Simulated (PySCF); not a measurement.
**Excitation energy of Pd by level of theory**

Pd [Kr] 4d10 (1S) → Pd [Kr] 4d9 5p1 (high-spin determinant), as a difference of total energies. All numbers are calculated (PySCF 2.14, scalar relativity by spin-free X2C-1e, in ANO-RCC-VTZP (7s6p4d2f1g, 68 functions)). Correlated levels: valence: [Kr] frozen. The calculations carry no spin-orbit coupling.

```json
{"method": "UHF", "excitation energy (eV)": "4.178"}
{"method": "MP2 (valence)", "excitation energy (eV)": "5.848"}
{"method": "SCS-MP2 (valence)", "excitation energy (eV)": "5.762"}
{"method": "CCSD (valence)", "excitation energy (eV)": "5.308"}
{"method": "CCSD(T) (valence)", "excitation energy (eV)": "5.414"}
```

Question: How much does correlation contribute at CCSD(T) (valence)?

Answer: 5.414 − (4.178) = 1.236 eV, measured against UHF.

A first-order spin-orbit estimate (lowest level to lowest level, LS coupling) adds -0.084 eV.

The basis was made for the ground configuration and has no added diffuse functions, so the excitation energy can come out too high.

The determinant of the upper state mixes LS terms, which raises its energy above the lowest term, most at the Hartree-Fock and MP2 levels.
